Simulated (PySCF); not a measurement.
Input of a run (PBE0-D3(BJ)/def2-SVP geometry optimisation, gas phase (PySCF 2.14.0)), started from GFN2-xTB:
```
{"job": {"xc": "PBE0", "basis": "def2-SVP", "d3": "d3bj", "grid": 1, "shake": 0.01, "kind": "geom"}, "charge": 0, "multiplicity": 1}
O      2.590220    -0.630460     0.539370
C      2.027990     0.362550     0.134930
F      2.528390     1.586080     0.486030
C      0.886910     0.543880    -0.768430
C     -0.222170     1.409430    -0.106590
C     -0.861460     0.685590     1.076000
C     -1.462860    -0.635830     0.608630
C     -0.389850    -1.516470    -0.028840
C      0.273310    -0.804770    -1.171630
H      1.231030     1.074960    -1.634960
H     -0.994110     1.644590    -0.830350
H      0.228160     2.357090     0.245630
H     -1.652550     1.323470     1.520300
H     -0.116850     0.480450     1.846300
H     -2.260640    -0.434520    -0.123550
H     -1.932300    -1.137910     1.459290
H      0.345680    -1.770720     0.722970
H     -0.864870    -2.443500    -0.376290
H     -0.454160    -0.646830    -1.985220
H      1.049140    -1.431700    -1.583480
```

Output (energies in Eh, forces in Eh/bohr):
```
step   0  E = -447.64871865  max force = 0.049441
step   1  E = -447.65277486  max force = 0.015327
step   2  E = -447.65288329  max force = 0.021931
step   3  E = -447.65456184  max force = 0.009025
step   4  E = -447.65532488  max force = 0.003338
step   5  E = -447.65539242  max force = 0.000868
step   6  E = -447.65539975  max force = 0.000399
optimisation converged
```

Q: Summarise the run.

A: The energy falls by 0.182 eV over 7 energy and gradient evaluations, the largest force component goes from 0.0494 to 4.0e-04 Eh/bohr, and the atoms move by 0.065 Å rms after alignment. The bond that changes most is C2–C4 (acyl halide carbon to sp3 carbon next to a carbonyl), which lengthens by 0.040 Å. Bonds longer at the end by more than 0.005 Å: 8 of 20; shorter: 6. Among the angles that change most is C2–C4–H10, from 108.0° to 104.0°. Among the dihedrals that turn most is F3–C2–C4–C5, from -58° to -46°. The energy never rose by more than 1e-6 Eh on the way. The first step brought 61 % of the lowering.

Q: What are the final bond lengths?

A: O1=C2 1.184 Å, C2–F3 1.346 Å, C2–C4 1.506 Å, C4–C5 1.535 Å, C5–C6 1.525 Å, C6–C7 1.525 Å, C7–C8 1.525 Å, C8–C9 1.526 Å, C4–C9 1.530 Å, C4–H10 1.106 Å, C5–H11 1.103 Å, C5–H12 1.100 Å, C6–H13 1.102 Å, C6–H14 1.106 Å, C7–H15 1.106 Å, C7–H16 1.102 Å, C8–H17 1.103 Å, C8–H18 1.102 Å, C9–H19 1.103 Å, C9–H20 1.100 Å. Numbering counts from 1 in the input's order; the species is `O=C(F)C1CCCCC1`.

The run used 181 basis functions and 56 SCF cycles in all.

No frequency check. One conformer, not necessarily the lowest.
